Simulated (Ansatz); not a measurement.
Calculated with Ansatz (gas phase, PBE0-D4/def2-TZVP geometries, no zero-point term in ΔE). CBS: MP2 limit from def2 TZ/QZ plus the TZ coupled-cluster correction, frozen cores. This one scheme is used for every species. Functionals use def2-TZVPP. For Ge, Se outer-core shells are correlated without core-valence functions, which leaves a few kJ/mol of doubt a bond. Scalar relativity is left out up to krypton. One conformer a species, not always the lowest.

Consider the ligand exchange at a Ge–O bond: `[OH][GeH2][CH2]Cl` + H₂Se → `Cl[CH2][GeH2][SeH]` + H₂O.

```tsv
level	ΔE (kcal/mol)	difference from CCSD(T)/CBS
r2SCAN-D4	-7.0	1.2
PBE0-D4	-9.1	-0.9
ωB97X-V	-6.0	2.2
r2SCAN	-6.7	1.5
PBE0	-8.3	-0.1
HF/def2-TZVPP	-4.5	3.7
MP2/def2-TZVPP	-8.1	0.1
SCS-MP2/def2-TZVPP	-6.5	1.7
CCSD/def2-TZVPP	-6.5	1.7
MP2/def2-QZVPP	-8.8	-0.6
CCSD(T)/CBS	-8.2	0
```

Largest T1 diagnostic among the species: 0.011.

In def2-TZVPP, CCSD(T) changes the Hartree–Fock value by −2.2 kcal/mol (the triples alone add −0.3 kcal/mol) and MP2 by −3.6 kcal/mol. The D4 term adds −1.4 kcal/mol with B3LYP and −0.8 kcal/mol with PBE0; it sums over pairs of atoms, weighted by their polarisabilities, and B3LYP, whose exchange is more repulsive, gets the larger term.

B3LYP here is the variant with VWN-RPA as its local correlation; programs differ in this.
